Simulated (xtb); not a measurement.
MoO$_{3}$, charge -1, doublet, geometry from GFN2-xTB (such geometries of metal compounds can be far from the true shape) (the multiplicity is a formal guess), atoms displaced at random by about 0.02 Å a coordinate; GFN1-xTB (xtb 6.7.1).

The xtb input:
```
$ xtb mol.xyz --gfn 1 --chrg -1 --uhf 1 --opt lax --json

# file mol.xyz
4

Mo     0.01590857     0.00921580    -0.00604053
O     -1.13339907    -1.19027887    -0.09928841
O     -0.09508434     1.31635613    -1.01620638
O      1.24976769    -0.10268397     1.07065855
```

It wrote (shortened):

```
   ID    Z sym.   atoms
    1   42 Mo     1
    2    8 O      2-4

           -------------------------------------------------
          |                Calculation Setup                |
           -------------------------------------------------

           -------------------------------------------------
          |                 G F N 1 - x T B                 |
           -------------------------------------------------

          ...................................................
          :                      SETUP                      :
          :.................................................:
          :  # basis functions                  22          :
          :  # atomic orbitals                  21          :
          :  # shells                            9          :
          :  # electrons                        25          :
          :  # halogen bonds                     0          :
          :  max. iterations                   250          :
          :  Hamiltonian                  GFN1-xTB          :
          :  restarted?                      false          :
          :  GBSA solvation                  false          :
          :  PC potential                    false          :
          :  electronic temp.          300.0000000     K    :
          :  accuracy                    1.0000000          :
          :  -> integral cutoff          0.2500000E+02      :
          :  -> integral neglect         0.1000000E-07      :
          :  -> SCF convergence          0.1000000E-05 Eh   :
          :  -> wf. convergence          0.2000000E-04 e    :
          :  Broyden damping             0.4000000          :
          :  net charge                         -1          :
          :  unpaired electrons                  1          :
          ...................................................

 iter      E             dE          RMSdq      gap      omega  full diag
   1    -16.6071347 -0.166071E+02  0.917E+00    2.88       0.0  T
   2    -16.6116830 -0.454835E-02  0.558E+00    2.78       1.0  T
   3    -16.6107253  0.957762E-03  0.975E-01    2.84       1.0  T
   4    -16.6120814 -0.135608E-02  0.914E-02    2.82       1.0  T
   5    -16.6121250 -0.436103E-04  0.474E-02    2.81       1.1  T
   6    -16.6121254 -0.383038E-06  0.636E-03    2.81       7.9  T
   7    -16.6121254 -0.488416E-07  0.539E-04    2.81      92.8  T
   8    -16.6121254 -0.228821E-08  0.318E-05    2.81    1571.2  T
[...]
         :: total energy             -16.508556281793 Eh    ::
 * total energy  :   -16.5085563 Eh     change       -0.5329071E-13 Eh
 * total energy  :   -16.5101069 Eh     change       -0.1550575E-02 Eh
 * total energy  :   -16.5102182 Eh     change       -0.1113317E-03 Eh
 * total energy  :   -16.5102210 Eh     change       -0.2810688E-05 Eh
   *** GEOMETRY OPTIMIZATION CONVERGED AFTER 4 ITERATIONS ***
         :: total energy             -16.510220999454 Eh    ::
[...]
        10        2.0000           -0.2496506              -6.7933
        11        2.0000           -0.2496351              -6.7929
        12        2.0000           -0.2431434              -6.6163
        13        1.0000           -0.1482486              -4.0340 (HOMO)
        14                         -0.0490292              -1.3342 (LUMO)
        15                         -0.0487440              -1.3264
        16                          0.0863248               2.3490
        17                          0.0864298               2.3519
        18                          0.1144493               3.1143
        19                          0.5102154              13.8837
        20                          0.5102577              13.8848
        21                          0.5867844              15.9672
      -------------------------------------------------------------
                  HL-Gap            0.0992194 Eh            2.6999 eV
             Fermi-level           -0.1471675 Eh           -4.0046 eV

  Mulliken/CM5 charges         n(s)   n(p)   n(d)
     1Mo    1.35434  2.03900   0.671  1.029  2.946
     2O    -0.78464 -1.01293   1.718  5.066  0.000
     3O    -0.78462 -1.01283   1.718  5.066  0.000
     4O    -0.78509 -1.01324   1.718  5.067  0.000

Wiberg/Mayer (AO) data.
largest (>0.10) Wiberg bond orders for each atom

 ---------------------------------------------------------------------------
     #   Z sym  total        # sym  WBO       # sym  WBO       # sym  WBO
 ---------------------------------------------------------------------------
     1  42 Mo   5.531 --     3 O    1.844     2 O    1.844     4 O    1.843
     2   8 O    2.005 --     1 Mo   1.844
     3   8 O    2.005 --     1 Mo   1.844
     4   8 O    2.004 --     1 Mo   1.843
 ---------------------------------------------------------------------------

Topologies differ in total number of bonds
Writing topology from bond orders to xtbtopo.mol

 dipole moment from electron density (au)
     X       Y       Z
  -0.0186  -0.0123   0.0334  total (Debye):    0.102

optimized geometry written to: xtbopt.xyz

           -------------------------------------------------
          | TOTAL ENERGY              -16.510220999454 Eh   |
          | GRADIENT NORM               0.000704103072 Eh/α |
          | HOMO-LUMO GAP               2.699896903564 eV   |
           -------------------------------------------------

normal termination of xtb
```
